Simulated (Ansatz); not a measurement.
The cluster Cu₃ (the lowest doublet isomer of a short search), 3 atoms. Hardware: 4 threads of Arm Neoverse V1 on a shared host.

The 6-31G sets use Cartesian d functions. Correlated methods freeze 27 core orbitals.

Task: How many basis functions does each of these Ansatz runs have, and roughly what does it cost? PBE0-D4/def2-TZVP, charge 0 quartet, energy, from earlier orbitals; PBE0-D4/def2-TZVPD, charge -1 triplet at the geometry of the charge 0 doublet, energy; PBE0-D4/def2-TZVP, charge 1 triplet at the geometry of the charge 0 doublet, energy; PBE-D4/def2-TZVPD, charge -1 triplet at the geometry of the charge 0 doublet, energy, from earlier orbitals; PBE-QIDH/def2-TZVP, charge 0 quartet, energy, from earlier orbitals; r2SCAN-D4/def2-TZVP, charge 0 doublet, energy, from earlier orbitals; r2SCAN-D4/def2-TZVPD, charge -1 singlet at the geometry of the charge 0 doublet, energy, from earlier orbitals; HF/6-31G, charge 0 doublet, energy; PBE-D4/def2-TZVPD, charge -1 singlet at the geometry of the charge 0 doublet, energy, from earlier orbitals; r2SCAN-D4/def2-TZVP, charge 1 triplet at the geometry of the charge 0 doublet, energy, from earlier orbitals; PBE0-D4/def2-SVP, charge 0 doublet, energy with a search over starts; B3LYP-D4/6-31G, charge 0 quartet, energy.

Result: Other jobs shared the machine, so times can vary by a factor of up to 3. A dash marks memory too small to be measured apart from the calling script's.

| run | functions | fitting or Cholesky vectors | wall time | peak host memory (GiB) |
| --- | --- | --- | --- | --- |
| HF/6-31G, charge 0 doublet, energy | 87 | 853 | 1.9 s | – |
| PBE-D4/def2-TZVPD, charge -1 triplet at the geometry of the charge 0 doublet, energy, from earlier orbitals | 144 | 1407 | 3.1 s | – |
| PBE-D4/def2-TZVPD, charge -1 singlet at the geometry of the charge 0 doublet, energy, from earlier orbitals | 144 | 1407 | 3.2 s | – |
| B3LYP-D4/6-31G, charge 0 quartet, energy | 87 | 851 | 4.4 s | – |
| r2SCAN-D4/def2-TZVPD, charge -1 singlet at the geometry of the charge 0 doublet, energy, from earlier orbitals | 144 | 1407 | 6 s | – |
| PBE0-D4/def2-TZVPD, charge -1 triplet at the geometry of the charge 0 doublet, energy | 144 | 1434 | 7 s | 0.65 |
| PBE0-D4/def2-TZVP, charge 0 quartet, energy, from earlier orbitals | 135 | 1419 | 8.5 s | 0.56 |
| r2SCAN-D4/def2-TZVP, charge 0 doublet, energy, from earlier orbitals | 135 | 1359 | 9 s | – |
| PBE0-D4/def2-TZVP, charge 1 triplet at the geometry of the charge 0 doublet, energy | 135 | 1419 | 14 s | 0.64 |
| PBE0-D4/def2-SVP, charge 0 doublet, energy with a search over starts | 93 | 1039 | 18 s | – |
| r2SCAN-D4/def2-TZVP, charge 1 triplet at the geometry of the charge 0 doublet, energy, from earlier orbitals | 135 | 1359 | 19 s | – |
| PBE-QIDH/def2-TZVP, charge 0 quartet, energy, from earlier orbitals | 135 | 1419 | 21 s | 0.63 |
